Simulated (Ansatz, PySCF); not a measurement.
Molecule: sum formula H$_{2}$SiO$_{3}$Br (charge 0, doublet). It need not be the lowest isomer of its formula. 
Structure (B3LYP-D3(BJ)/def2-TZVP (Ansatz, a program for electronic structure) minimum search):
SMILES: O[Si]([O])(O)Br
```xyz
7

Si     0.2103    -0.3341    -0.8074
Br    -0.3153     0.5021     1.2111
O      0.7238     1.1294    -1.3073
O     -1.0547    -0.9913    -1.5740
O      1.2977    -1.5311    -0.7378
H     -1.8038    -0.4218    -1.7700
H      2.1592    -1.3311    -0.3614
```
Charge 0, spin multiplicity 2.

Quantity: atomisation energy (electronic, to ground-state atoms), in kcal/mol. Correlated levels leave the core frozen unless marked. UHF or UKS for open shells. Spin-orbit coupling is left out. The frozen core is the preceding noble-gas configuration, with the filled d and f shells of earlier blocks. No relativistic terms. The coupled-cluster limit lacks core correlation, which all-electron functionals hold. Basis-set limits of correlation are two-point, X^-3; Hartree-Fock from the larger set. The bracket is a focal-point correction in the basis named.

```json
[
 {"level": "HF/def2-QZVPP", "program": "Ansatz", "atomisation energy (kcal/mol)": "431.2"},
 {"level": "HF-D3(BJ)/def2-TZVPD", "program": "PySCF + dftd3", "atomisation energy (kcal/mol)": "458.0"},
 {"level": "r2SCAN/def2-TZVPD", "program": "Ansatz", "atomisation energy (kcal/mol)": "635.4"},
 {"level": "B3LYP-D3(BJ)/def2-TZVPD", "program": "Ansatz + dftd3", "atomisation energy (kcal/mol)": "623.6"}
]
```

Problem. What does RI-MP2/CBS(def2-TZVPP,def2-QZVPP)+[CCSD(T)-MP2]/def2-TZVPP (Ansatz) give?

Solution. 630.9 kcal/mol, so B3LYP-D3(BJ)/def2-TZVPD differs from it by -7.3 kcal/mol.
